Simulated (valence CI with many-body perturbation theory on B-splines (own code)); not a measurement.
Run record, Ba VI

Level of theory: configuration interaction combined with many-body perturbation theory (CI+MBPT): five valence electrons over a frozen Dirac-Fock core [Kr] 4d10, a basis of 3 s, 3 p, 2 d, 1 f functions for each j, with the one-electron correlation potential Σ1 (screened to all orders), the two-electron term Σ2, the three-electron term Σ3, Breit, model QED; selected single and double excitations, second order for the rest, scaled by the run's own slope (own B-spline code, finite nucleus).

Command, and the settings that its task file holds:

```sh
python run_cv.py task.json out
```

```
atom Ba  Z=56  mass_number=138  rms_radius_fm=4.8378
core [Kr] 4d10
valence 5s2 5p3
avg = 1
basis = S
breit = 1
cap = 10000
capref = 1200
cscale = 1
de = 0.0
dress = 0
eps = 2e-08
extrap = 1
h = 0.27
hh = 1
l2 = 3
lcore = 6
maxit = 60
n2 = 5
natural = 1
nlev = 21
nno = [0, 0, 0, 0, 0]
nroot = 26
nsp = [3, 3, 2, 1, 0]
pt2 = 1
qed = 1
rpa = 1
s1 = 1
s2 = 1
s3 = 1
screen = 1
tol = 2e-05
whole = 1
```

It took 91 s on 1 thread of Arm Neoverse N1, on a shared host.

Log. The first blocks belong to the next ion, which gives the ionisation energy. Fields: 2J, parity (1 odd), roots, reference size, generating configurations, candidates as configurations/state functions, variational space P, stored matrix elements, Davidson steps; e2 is the range of second-order energies in hartree. The first line gives the box (bohr), its intervals, the orbitals and the steps of their self-consistent field. Window is the range of levels sought, series limit the energy at which the first omitted orbital would enter, core excitation an estimate of the first excitation out of the core, left out the lowest levels not solved, and shifts from estimates the range by which levels moved from their first estimate, all in cm⁻¹.

```
rmax 14.5 intervals 63 orbitals 15 references ['5s2 5p3', '5s 5p4', '4f 5s2 5p2', '5s2 5p2 5d'] scf 8 t 3.0
2J=0 par=0 roots 2 ref 16 generators 12 cand 613/908 P 265/381 nnz 0 it 0
2J=0 par=0 roots 2 ref 16 generators 31 cand 629/985 P 483/743 nnz 0 it 0
   second order: generators 51 cand 498/784 e2 -0.00000 -0.00000
reference levels 435, estimated 74, window 173045 1/cm; series limit 362093, core excitation 661279
2J=3 par=1 roots 7 ref 47 generators 35 cand 1393/14835 P 612/3546 nnz 1.6e+06 it 5
2J=3 par=1 roots 7 ref 47 generators 79 cand 2004/21602 P 1118/8040 nnz 6.2e+06 it 9
   second order: generators 152 cand 2332/24395 e2 -0.00004 -0.00002
2J=5 par=1 roots 6 ref 45 generators 29 cand 1353/16603 P 523/3555 nnz 1.8e+06 it 6
2J=5 par=1 roots 6 ref 45 generators 73 cand 2138/27545 P 993/8526 nnz 7.6e+06 it 7
   second order: generators 126 cand 2370/29980 e2 -0.00004 -0.00002
2J=1 par=1 roots 3 ref 30 generators 24 cand 1300/7573 P 509/1997 nnz 0 it 6
2J=1 par=1 roots 3 ref 30 generators 48 cand 1781/10875 P 973/4580 nnz 2e+06 it 9
   second order: generators 96 cand 2026/12379 e2 -0.00003 -0.00002
2J=5 par=0 roots 3 ref 54 generators 22 cand 991/10568 P 592/3552 nnz 1.6e+06 it 5
2J=5 par=0 roots 3 ref 54 generators 65 cand 2005/24457 P 960/6867 nnz 4.7e+06 it 8
   second order: generators 124 cand 2224/28043 e2 -0.00005 -0.00003
2J=3 par=0 roots 5 ref 47 generators 24 cand 1159/10655 P 630/3556 nnz 1.5e+06 it 7
2J=3 par=0 roots 5 ref 47 generators 67 cand 1953/19383 P 1081/7235 nnz 4.9e+06 it 9
   second order: generators 127 cand 1971/20899 e2 -0.00003 -0.00002
2J=1 par=0 roots 3 ref 28 generators 22 cand 750/4205 P 785/2898 nnz 8.8e+05 it 4
2J=1 par=0 roots 3 ref 28 generators 60 cand 1646/10301 P 1116/4722 nnz 2e+06 it 5
   second order: generators 105 cand 1736/10828 e2 -0.00002 -0.00001
2J=7 par=1 roots 5 ref 36 generators 28 cand 1363/16506 P 478/3548 nnz 1.8e+06 it 6
2J=7 par=1 roots 5 ref 36 generators 55 cand 1940/26298 P 881/8139 nnz 7.5e+06 it 13
   second order: generators 100 cand 2201/28729 e2 -0.00004 -0.00002
2J=9 par=1 roots 4 ref 22 generators 23 cand 1197/13731 P 459/3295 nnz 1.7e+06 it 5
2J=9 par=1 roots 4 ref 22 generators 47 cand 1646/19400 P 801/6823 nnz 5.7e+06 it 7
   second order: generators 89 cand 2028/23733 e2 -0.00004 -0.00002
2J=11 par=1 roots 2 ref 12 generators 14 cand 873/8772 P 329/1985 nnz 0 it 5
2J=11 par=1 roots 2 ref 12 generators 29 cand 1340/13195 P 578/4247 nnz 2.7e+06 it 6
   second order: generators 61 cand 1662/16303 e2 -0.00003 -0.00002
left out: unestimated 248524, estimated 188418, shifts from estimates -8 to 11
operators 6.0
```

The Davidson iterations converged. The settings are bad on purpose, so the numbers may not be properties of the ion.

Against 9 measured levels this calculation errs by 902 cm⁻¹ on average and by 1705 at most. These come from a selection out of Sansonetti and Curry, J. Phys. Chem. Ref. Data 39, 043103 (2010). Levels without a partner in it may be off by more, other configurations by several thousand cm⁻¹. 2 measured levels below the end of the list, from 176498 cm⁻¹ on, found no clear computed partner, and computed levels of the same name lie up to 1262 cm⁻¹ from them.

```yaml
Valence_energy: -19.76365 hartree
Ionisation_energy: "72.213 eV (NIST: 71 ± 2 eV (theoretical))"
Reference_configurations_for_the_orbitals: 5s2 5p3, 5s 5p4, 4f 5s2 5p2, 5s2 5p2 5d
Radial_orbitals: 15
Box_radius: 14.52 bohr
Largest_variational_space: 8526
Lowest_levels: 5s²5p³ ⁴S°_3/2 0.000, 5s²5p³ ²D°_3/2 2.240, 5s²5p³ ²D°_5/2 3.045, 5s²5p³ ²P°_1/2 4.694, 5s²5p³ ²P°_3/2 6.319, 5s5p⁴ ⁴P_5/2 15.832, 5s5p⁴ ⁴P_3/2 17.254, 5s5p⁴ ⁴P_1/2 17.639, 4f5s²5p² ⁴G°_5/2 18.574, 4f5s²5p² ⁴G°_7/2 [a] 18.979, 5s5p⁴ ²D_3/2 19.684, 4f5s²5p² ⁴G°_7/2 [b] 20.076, 4f5s²5p² ²D°_5/2 20.175, 4f5s²5p² ⁴G°_9/2 20.339 eV
```

Names give the largest LS component (configuration and term), which can be under half, so a name can repeat, a term be missing and a line seem to break the LS rules; names also repeat where a configuration has a term twice. Letters in brackets count levels of one name in rising energy.
